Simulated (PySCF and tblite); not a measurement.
C₆H₁₄O, numbered as in [CH3:1][CH2:2][O:3][C:4]([CH3:5])([CH3:6])[CH3:7].

Search: ETKDG and KDG, MMFF94s, GFN2-xTB, 90 starts; geometries at GFN2-xTB. Energies: PBE0-D3(BJ)/def2-SVP (IEF-PCM, chloroform), with GFN2-xTB thermal terms (modes under about 100 cm⁻¹ blended into free rotors). Symmetry numbers and mirror images are counted. Conformers within 3 kcal/mol (GFN2-xTB free energy) were kept, 7 at most. GIAO shieldings: mPW1PW91/pcSseg-1 (IEF-PCM, chloroform). Shifts are against TMS (¹H), TMS (¹³C) at the same level. Run with PySCF (density fitting) and tblite.

Torsions listed: C1–C2–O3–C4, C2–O3–C4–C5. Of a mirror pair one member is shown.

```tsv
conformer	shape	weight %	dipole D
1	180°, 62°	99.4	1.48
2	72°, 38°	0.6	1.55
```

(1) How do the computed shifts compare with measured ones?

Answers

(1) 
| nucleus | signal | leading conformer | average | measured | medium |
| --- | --- | --- | --- | --- | --- |
| ¹³C | C1 | 19.2 | 19.2 | 16.4 | not stated per compound (mostly CDCl3 or CCl4) |
| ¹³C | C2 | 61.1 | 61.1 | 56.8 | not stated per compound (mostly CDCl3 or CCl4) |

Measured values: Pretsch, Buehlmann, Badertscher, Structure Determination of Organic Compounds, 4th ed. (2009). Mean difference for ¹³C: 3.55 ppm, scatter 0.75 ppm. The computed shifts are unscaled and lack vibrational corrections.
